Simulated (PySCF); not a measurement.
# Excitation energy of Ti by level of theory

Ti [Ar] 3d2 4s2 (3F) → Ti [Ar] 3d4 (5D), as a difference of total energies. All numbers are calculated (PySCF 2.14, the spin-free X2C one-electron Hamiltonian (Gaussian nucleus), in x2c-TZVPPall with one added diffuse shell each of s, p, d, f type (7s6p5d3f1g, 80 functions)). Correlated levels: valence: [Ar] frozen. The calculations carry no spin-orbit coupling.

| method | excitation energy (eV) |
| --- | --- |
| UHF | 4.561 |
| MP2 (valence) | 4.012 |
| SCS-MP2 (valence) | 5.079 |
| CCSD (valence) | 4.089 |
| CCSD(T) (valence) | 4.017 |

Task: How much does correlation contribute at CCSD(T) (valence)?

Result: 4.017 − (4.561) = -0.544 eV, measured against UHF.

The coupled-cluster amplitudes are large for the upper state (T1 above 0.03 or a double amplitude above 0.15), so a single reference is strained.
